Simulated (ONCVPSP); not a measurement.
**Transferability test, ONCV potential for Co (Z = 27)**

Co (Z = 27), optimised norm-conserving Vanderbilt (ONCV), made with ONCVPSP 4.0.1 (PW91, fully relativistic). Core [Ne] 3s2, reference 3p6 3d7 4s2. Waves: 4s: rc 2.60 bohr, ncon 4, nbas 7, qcut 3.2 1/bohr, 2 projectors, debl 2.7 Ha; 3p: rc 0.80 bohr, ncon 3, nbas 6, qcut 11.4 1/bohr, 2 projectors, debl 1.4 Ha; 3d: rc 1.75 bohr, ncon 4, nbas 9, qcut 7.7 1/bohr, 2 projectors, debl 1.1 Ha. Local part: polynomial inside 0.65 bohr (lpopt 5, dvloc0 0 Ha). Core correction: Teter function, fcfact 2.25, rcfact 1.35.

Open shells are filled in proportion to 2j + 1.

In the p channel the program set the typed energies aside and used -2.391, 0.250 Ha (j = l + 1/2; the other j can differ).

Energies are relative to the spin-unpolarised reference configuration 3p6 3d7 4s2; without spin polarisation the order of configurations can differ from experiment.

```tsv
valence configuration	charge	ΔE all-electron (eV)	error AE − PS (meV)
3p6 3d6 4s0	+3	61.912	+113
3p6 3d8 4s0	+1	6.500	+113
```

Question: What are ΔE and the potential's error for 3p6 3d7 4s0?

Answer: ΔE = 25.936 eV all-electron; the error (AE − PS) is -8.6 meV.

Question: What are ΔE and the potential's error for 3p6 3d7 4s1?

Answer: ΔE = 9.096 eV all-electron; the error (AE − PS) is -0.6 meV.

Levels in the configuration 3p6 3d6 4s0:

```csv
level,all-electron (eV),pseudo (eV)
3p j=3/2,-103.210,-102.926
3p j=1/2,-105.108,-104.810
3d j=5/2,-45.190,-44.771
3d j=3/2,-45.411,-44.989
```

Note: ghosts flagged at negative energy: s at -266.7 eV; no localised positive-energy state flagged. A true bound ghost makes a file unfit for plane-wave use.
